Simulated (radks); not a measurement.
Ce XXXVI, configuration [Ar] 3d5. Method: non-relativistic Kohn-Sham, TPSS, spin-polarised, spherical densities, point nucleus; open shells are filled with parallel spins first (spin-orbit coupling, left out, can overturn this in heavy ions); meta-GGA in the generalised Kohn-Sham scheme; relativity is left out, which matters for an element this heavy; computed with a radial shooting solver on a logarithmic mesh with Libxc functionals.

Normalised radial functions P(r) = r R(r), r in bohr:

```
   r/bohr * 3s up, o 3p up, + 4s up (the largest magnitude, 2.17, reaches the edge; | marks zero, & curves that meet)
 0.001572                             o+*
 0.001999                             o +*
 0.002541                             o + *
  0.00323                             o  + *
 0.004107                             o  +  *
 0.005221                             |o  +  *
 0.006637                             |o  +   *
 0.008437                             | o  +   *
  0.01073                             | o  +   *
  0.01363                             |   o +  *
  0.01733                             |    &   *
  0.02204                             |   +  &
  0.02801                             | + *     o
  0.03561                            &|            o
  0.04563                      *  +   |              o
  0.05801                *    +       |               o
  0.07375             *      +        |             o
  0.09375               *      +      |       o
   0.1192                       *   +o|
   0.1515                o            |     +*
   0.1926      o                      |           +       *
   0.2448  o                          |           +              *
   0.3113      o                      | +                      *
   0.3957              o  +           |               *
    0.503         +            o      |      *
   0.6395           +               o | *
   0.8129                    +        &
    1.033                          +  &
    1.314                             &
     1.67                             &
```

3s up: eigenvalue -2696.9 eV, 2 radial nodes at r = 0.0338, 0.134 bohr, <r> = 0.277 bohr, 90 % of the charge inside 0.402 bohr. 3p up: eigenvalue -2569.5 eV, 1 radial node at r = 0.116 bohr, <r> = 0.265 bohr, 90 % of the charge inside 0.393 bohr. 4s up (empty): eigenvalue -1353.0 eV, 3 radial nodes at r = 0.0334, 0.126, 0.321 bohr, <r> = 0.537 bohr, 90 % of the charge inside 0.755 bohr.
